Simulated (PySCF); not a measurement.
Estimate the missing entries of this data sheet.

Species: C4H7F3OSi.
InChI=1S/C4H7F3OSi/c5-4(6,7)3-1-2-8-9-3/h3H,1-2,9H2/t3-/m1/s1

```json
{"property": "point group of the GFN2-xTB geometry", "level": "GFN2-xTB", "value": "C1"}
{"property": "rotational constants A, B, C of the GFN2-xTB geometry", "level": "GFN2-xTB", "value": "?"}
{"property": "dipole moment", "level": "PBE0/def2-SVPD", "value": "?"}
{"property": "HOMO energy", "level": "PBE0/def2-SVPD", "value": "?"}
{"property": "LUMO energy", "level": "PBE0/def2-SVPD", "value": "0.04 eV"}
{"property": "lowest singlet excitation", "level": "TDDFT PBE0/def2-SVPD", "value": "?"}
{"property": "strongest line among the 6 lowest singlet transitions", "level": "TDDFT PBE0/def2-SVPD", "value": "?"}
{"property": "lowest triplet excitation (Tamm–Dancoff)", "level": "TDA PBE0/def2-SVPD", "value": "6.64 eV"}
{"property": "static isotropic polarisability", "level": "PBE0/def2-SVPD", "value": "74.0 au"}
{"property": "electronic spatial extent ⟨r²⟩ about the centre of nuclear charge", "level": "PBE0/def2-SVPD", "value": "?"}
{"property": "13C chemical shifts (computed TMS as zero) by class", "level": "GIAO PBE0/pcSseg-1", "value": "138.0 (1 C), 72.9 (1 C), 36.1 (1 C), 30.6 (1 C) ppm"}
{"property": "1H chemical shifts (computed TMS as zero) by class", "level": "GIAO PBE0/pcSseg-1", "value": "?"}
{"property": "isotropic shieldings of nuclei other than C and H, by class", "level": "GIAO PBE0/pcSseg-1", "value": "303 (1 O), 249 (3 F), 354 (1 Si) ppm"}
```

The electronic properties come from PySCF, for the isolated species, density fitting. NMR classes are plain means over equivalent atoms (diastereotopic ones count apart unless rotation or inversion swaps them), as if these changed places fast; in this geometry the members of some classes differ.

(1) Give the rotational constants A, B, C of the GFN2-xTB geometry.

(2) The lowest singlet excitation?

(3) Give the electronic spatial extent ⟨r²⟩ about the centre of nuclear charge.

(4) Give the HOMO energy.

(5) The 1H chemical shifts (computed TMS as zero) by class?

(6) The strongest line among the 6 lowest singlet transitions?

(7) The dipole moment?

Results:

(1) 2.524, 1.009, 0.848 GHz.

(2) 6.94 eV (179 nm, f = 0.002).

(3) 1349 bohr².

(4) -8.34 eV.

(5) 5.02 (1 H), 5.01 (1 H), 4.64 (1 H), 4.07 (1 H), 2.29 (1 H), 2.15 (1 H), 2.14 (1 H) ppm.

(6) S6 at 8.33 eV (149 nm, f = 0.059).

(7) 2.12 D.

The vertical singlet–triplet gap S1 − T1 is 0.30 eV (TDDFT singlet less Tamm–Dancoff triplet; S1: HOMO→LUMO, weight 0.98; T1: HOMO→LUMO, weight 0.93). In atomic units the dipole is 0.83 e·bohr (1 au = 2.5417 D). With B = h/(8π²I), that is 505.379 GHz u Å² over I, the principal moments of inertia are 200.3, 501.0 and 595.6 u Å² (most abundant isotopes).

For the NMR shielding job (PBE0/pcSseg-1), on one thread of an Intel Xeon Platinum 8488C, no GPU (shared host), this took 34 s of wall time and 0.86 GiB of memory at its peak.

One conformer stands for the species.
